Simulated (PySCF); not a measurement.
Sn(OH)3 (H3O3Sn), SMILES [OH][Sn+]([OH])[OH], charge +1.

Geometry optimised at PBE0-D3(BJ)/def2-SVP. The spin state was assumed, not searched. The isomer is the one that the SMILES or the coordinates give; other isomers of the formula were not compared. The def2 effective core potentials stand for the cores of Sn; spin–orbit coupling is left out. One conformer was computed; it need not be the lowest.

The numbers are results of PBE/def2-TZVP run with PySCF, not measurements.

Symmetry labels are those of the subgroup Cs that the program uses (full group Cs).

Task: List the valence orbital energies around the gap with their symmetry. (Estimate from the structure and the level; the computed values follow.)

Result: 
| orbital | symmetry | energy (eV) |
|---|---|---|
| HOMO−7 | A' | -18.54 |
| HOMO−6 | A' | -17.72 |
| HOMO−5 | A' | -15.81 |
| HOMO−4 | A' | -14.75 |
| HOMO−3 | A" | -14.49 |
| HOMO−2 | A' | -14.23 |
| HOMO−1 | A" | -13.69 |
| HOMO | A" | -13.63 |
| LUMO | A' | -10.02 |
| LUMO+1 | A" | -8.14 |
| LUMO+2 | A' | -5.85 |
| LUMO+3 | A' | -5.15 |
